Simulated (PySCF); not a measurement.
Numbering as in the mapped SMILES `[CH3:1][BH:2][O:3][CH2:4][CH3:5]`. Each H is labelled by its parent atom.

Computational details: geometry: PBE0-D3(BJ)/def2-SVP, shielding tensors at PBE0/pcSseg-1 (GIAO), in PySCF 2.14 (no relativistic terms, single conformer, no solvent, equivalent nuclei averaged).

References, each an isolated molecule treated in the same way: 13C (σ = 184.41 ppm), 1H (σ = 31.27 ppm) vs TMS; 11B (σ = 100.73 ppm) vs BF3·OEt2; 17O (σ = 334.56 ppm) against H2O.

| atoms | nucleus | count | Hirshfeld charge | δ (ppm) |
| --- | --- | --- | --- | --- |
| B2 | 11B | 1 | 0.19 | 49.9 |
| H(C5) | 1H | 3 | 0.04 | ? |
| H(C1) | 1H | 3 | 0.04 | 0.47 |
| C5 | 13C | 1 | -0.12 | 20.2 |
| C4 | 13C | 1 | 0.02 | 71.5 |
| H(C4) | 1H | 2 | 0.04 | 4.07 |
| O3 | 17O | 1 | -0.15 | ? |
| H(B2) | 1H | 1 | -0.08 | 5.27 |
| C1 | 13C | 1 | -0.20 | ? |

Question: Complete the table.

Answer: 
- C1: 7.5 ppm, methyl carbon bonded to B
- H(C5): 1.25 ppm, hydrogen on a methyl carbon
- O3: 226.2 ppm, oxygen bonded to C, B

Hydrogens on boron are broadened and split by 11B (spin 3/2, 80 %) and 10B (spin 3). A carbon bonded to boron is broadened by the quadrupolar boron nucleus and is often missing from a measured spectrum. Shifts are as computed. Against solution values, carbons near 30 ppm lie about +2 ppm off and those near 130 ppm about +5 ppm. Of 1313 compounds with measured shifts, 239 miss one by over three times the rms of a fit or turn the order of signals round; such compounds aren't used in these exercises. Experimental scales use liquid or dissolved standards, which lie at an offset from isolated H2O (liquid H2O: subtract about 36 ppm).
